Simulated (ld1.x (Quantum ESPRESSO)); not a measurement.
Values are calculated unless marked as measured or tabulated.
# Hardness and transferability of assorted potentials

Generated with ld1.x 7.5 (TM, RRKJ, ultrasoft, PAW), atompaw 4.2 or ONCVPSP 4.0.1. The cutoff is in Ry: for ld1.x and atompaw files where the sum of valence levels is converged to 10 mRy in a Bessel basis, for ONCV files where the hardest occupied wave has 1 mHa per electron of residual kinetic energy. The error is the largest all-electron minus pseudo excitation energy over each file’s own four to seven test configurations (ionisations up to +4, promotions, holes and added fractions of an electron), all of which were solved. The labels leave out finer settings (local radius, basis sizes, second energies), which also bear on the numbers. Spin-polarised tests are not counted. The rows are a selection from randomly drawn settings: files with unsolved tests, undetermined cutoffs or missed reference levels are left out.

| element | potential | cutoff (Ry) | largest error (meV) | bound ghosts |
| --- | --- | --- | --- | --- |
| N | RRKJ, LDA (PZ), non-relativistic, rc 0.75/1.65 (sp), local s, core correction yes, reference 2s2 2p3 | 100 | +1008 | none |
| Mg | TM, PBE, scalar-relativistic, rc 1.75/3.40/2.90 (spd), local p, core correction yes, reference 3s2 3p0 | 8 | -10 | none |

Problem. Fill in the row for Mo: TM, LDA (PZ), scalar-relativistic, rc 3.65/2.30/2.45 (spd), local smoothed, core correction yes, reference 4p6 4d5 5s1 5p0.

Solution. cutoff 35 Ry, largest error -82 meV, bound ghosts: none.

Problem. Fill in the row for Ga: RRKJ, PBE, scalar-relativistic, rc 1.75/2.45 (sp), local s, core correction yes, reference 4s2 4p1.

Solution. cutoff 15 Ry, largest error -174 meV, bound ghosts: none.

Problem. Fill in the row for Pd: RRKJ, PBEsol, scalar-relativistic, rc 1.45/1.25/1.05 (spd), local s, core correction yes, reference 4s2 4p6 4d8 5s0 5p0.

Solution. cutoff 140 Ry, largest error +1049 meV, bound ghosts: none.
